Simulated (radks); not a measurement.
Results of a calculation; reference values are marked as such.
Hf I, 72 electrons, occupied as [Xe] 4f14 5d2 6s2. Level of theory: Dirac Kohn-Sham, PBE, spin-unpolarised, spherical densities, point nucleus; open shells are shared between the two j in proportion to 2j + 1 (a radial shooting solver on a logarithmic mesh with Libxc functionals).

Normalised radial functions P(r) = r R(r) (large component), r in bohr:

```
   r/bohr * 5p3/2 (the largest magnitude, 0.891, reaches the edge; | marks zero)
0.0006946                             *
 0.001122                             *
 0.001829                             *
 0.002955                             *
 0.004814                             *
  0.00778                             |*
  0.01267                             | *
  0.02048                             |   *
  0.03337                             |      *
  0.05392                             |     *
  0.08784                            *|
    0.142                   *         |
   0.2313                           * |
   0.3737                             |              *
   0.6088                             *
   0.9839  *                          |
    1.603     *                       |
     2.59                      *      |
     4.22                            *|
    6.819                             *
    11.11                             *
    17.95                             *
```

5p3/2: eigenvalue -33.378 eV, 3 radial nodes at r = 0.0841, 0.243, 0.609 bohr, <r> = 1.38 bohr, 90 % of the charge inside 2.03 bohr.
